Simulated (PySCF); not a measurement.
Job file and geometry (Å, from GFN2-xTB) of a spin–spin coupling run on SMILES N1BNBNB1, B3H6N3, B3LYP/pcJ-1 indirect spin-spin coupling, non-relativistic, gas phase (PySCF); density fitting, a coarse starting grid and PySCF grid level 2 are the driver's defaults:

```
{"job": {"kind": "j", "xc": "B3LYP", "basis": "pcJ-1"}, "charge": 0, "multiplicity": 1}
B      0.957644    -1.070589    -0.082574
N      1.346206     0.246778     0.265841
B      0.431057     1.324931     0.355540
N     -0.927962     1.037544     0.075545
B     -1.388597    -0.254807    -0.278665
N     -0.417825    -1.284650    -0.347090
H      1.739307    -1.945335    -0.149618
H      2.319901     0.426404     0.457849
H      0.783234     2.407835     0.647453
H     -1.598671     1.788390     0.131352
H     -2.522820    -0.463412    -0.505281
H     -0.720276    -2.213775    -0.596379
```

Problem. What does the program print?

Solution. 
```
coarse grid: 10168 points
cycle   1  E = -242.5749228776  dE =  7.765e-01  |g| = 6.239e-01  |ddm| = 2.816e+00
cycle   2  E = -242.4876912722  dE =  8.723e-02  |g| = 9.047e-01  |ddm| = 9.924e-01
cycle   3  E = -242.6606072312  dE = -1.729e-01  |g| = 5.430e-02  |ddm| = 6.074e-01
cycle   4  E = -242.6612078427  dE = -6.006e-04  |g| = 2.132e-02  |ddm| = 5.164e-02
cycle   5  E = -242.6613196616  dE = -1.118e-04  |g| = 2.720e-03  |ddm| = 1.852e-02
cycle   6  E = -242.6613212737  dE = -1.612e-06  |g| = 2.457e-04  |ddm| = 2.272e-03
final grid: 98832 points
cycle   7  E = -242.6954954795  dE = -8.511e-05  |g| = 9.204e-03  |ddm| = 2.047e-02
cycle   8  E = -242.6954744850  dE =  2.099e-05  |g| = 1.382e-02  |ddm| = 1.222e-02
cycle   9  E = -242.6955119693  dE = -3.748e-05  |g| = 2.111e-04  |ddm| = 7.389e-03
cycle  10  E = -242.6955119761  dE = -6.817e-09  |g| = 6.222e-05  |ddm| = 1.806e-04
cycle  11  E = -242.6955119767  dE = -5.484e-10  |g| = 3.041e-05  |ddm| = 5.004e-05
converged SCF energy = -242.6955119767

Indirect spin-spin couplings (Hz)
  i      j    bonds     total        FC       PSO       DSO        SD
  0 B    1 N    1    -25.840   -28.091     2.558    -0.108    -0.199
  0 B    2 B    2     -1.042    -1.026     0.113    -0.079    -0.050
  0 B    3 N    3     -2.749    -2.456    -0.102     0.003    -0.194
  0 B    4 B    2     -1.041    -1.026     0.114    -0.079    -0.050
  0 B    5 N    1    -25.824   -28.076     2.559    -0.108    -0.199
  0 B    6 H    1    141.940   141.731    -1.214     1.038     0.385
  0 B    7 H    2     -0.721     0.323    -0.274    -0.703    -0.067
  0 B    8 H    3      3.826     3.863     0.525    -0.555    -0.008
  0 B    9 H    4     -0.296    -0.199     0.634    -0.696    -0.035
  0 B   10 H    3      3.825     3.861     0.526    -0.555    -0.008
  0 B   11 H    2     -0.738     0.308    -0.276    -0.703    -0.067
  1 N    2 B    1    -25.806   -28.058     2.559    -0.108    -0.199
  1 N    3 N    2      1.128     1.315    -0.156     0.002    -0.033
  1 N    4 B    3     -2.748    -2.455    -0.103     0.003    -0.194
  1 N    5 N    2      1.125     1.312    -0.156     0.002    -0.033
  1 N    6 H    2     -4.343    -4.689     0.293     0.076    -0.023
  1 N    7 H    1    -81.206   -77.719    -2.804    -0.326    -0.356
  1 N    8 H    2     -4.345    -4.692     0.293     0.076    -0.023
  1 N    9 H    3     -4.128    -4.254    -0.115     0.236     0.005
  1 N   10 H    4      0.260     0.225    -0.113     0.138     0.009
  1 N   11 H    3     -4.131    -4.257    -0.115     0.236     0.005
  2 B    3 N    1    -25.820   -28.072     2.559    -0.108    -0.199
  2 B    4 B    2     -1.038    -1.023     0.113    -0.079    -0.050
  2 B    5 N    3     -2.753    -2.459    -0.103     0.003    -0.194
  2 B    6 H    3      3.829     3.866     0.526    -0.555    -0.008
  2 B    7 H    2     -0.774     0.271    -0.277    -0.702    -0.067
  2 B    8 H    1    142.040   141.831    -1.212     1.037     0.384
  2 B    9 H    2     -0.772     0.273    -0.277    -0.702    -0.067
  2 B   10 H    3      3.829     3.866     0.525    -0.555    -0.008
  2 B   11 H    4     -0.296    -0.199     0.634    -0.696    -0.035
  3 N    4 B    1    -25.832   -28.083     2.558    -0.108    -0.199
  3 N    5 N    2      1.126     1.313    -0.156     0.002    -0.033
  3 N    6 H    4      0.260     0.225    -0.113     0.138     0.009
  3 N    7 H    3     -4.128    -4.254    -0.114     0.236     0.005
  3 N    8 H    2     -4.348    -4.694     0.293     0.076    -0.023
  3 N    9 H    1    -81.191   -77.703    -2.805    -0.326    -0.357
  3 N   10 H    2     -4.347    -4.693     0.293     0.076    -0.023
  3 N   11 H    3     -4.130    -4.256    -0.115     0.236     0.005
  4 B    5 N    1    -25.808   -28.060     2.559    -0.108    -0.199
  4 B    6 H    3      3.827     3.863     0.526    -0.555    -0.008
  4 B    7 H    4     -0.298    -0.200     0.633    -0.696    -0.035
  4 B    8 H    3      3.829     3.866     0.525    -0.555    -0.008
  4 B    9 H    2     -0.748     0.297    -0.275    -0.703    -0.067
  4 B   10 H    1    142.020   141.811    -1.213     1.038     0.384
  4 B   11 H    2     -0.763     0.283    -0.277    -0.702    -0.067
  5 N    6 H    2     -4.341    -4.687     0.294     0.076    -0.023
  5 N    7 H    3     -4.132    -4.258    -0.115     0.236     0.005
  5 N    8 H    4      0.260     0.226    -0.113     0.138     0.009
  5 N    9 H    3     -4.130    -4.257    -0.115     0.236     0.005
  5 N   10 H    2     -4.342    -4.689     0.293     0.076    -0.023
  5 N   11 H    1    -81.195   -77.707    -2.805    -0.326    -0.356
  6 H    7 H    3      5.393     5.651     0.178    -0.436         -
  6 H    8 H    4      0.462     0.540     1.332    -1.410         -
  6 H   10 H    4      0.458     0.536     1.332    -1.410         -
  6 H   11 H    3      5.401     5.658     0.173    -0.431         -
  7 H    8 H    3      5.398     5.656     0.172    -0.430         -
  7 H    9 H    4      2.000     2.175     2.213    -2.388         -
  7 H   11 H    4      2.005     2.180     2.213    -2.389         -
  8 H    9 H    3      5.400     5.657     0.173    -0.430         -
  8 H   10 H    4      0.461     0.539     1.331    -1.409         -
  9 H   10 H    3      5.394     5.652     0.177    -0.435         -
  9 H   11 H    4      2.004     2.179     2.214    -2.389         -
 10 H   11 H    3      5.400     5.658     0.172    -0.430         -
```

Size and cost of the density-fitted run: 222 basis functions, 30 s wall time on 1 thread of an Arm Neoverse V2, shared host.
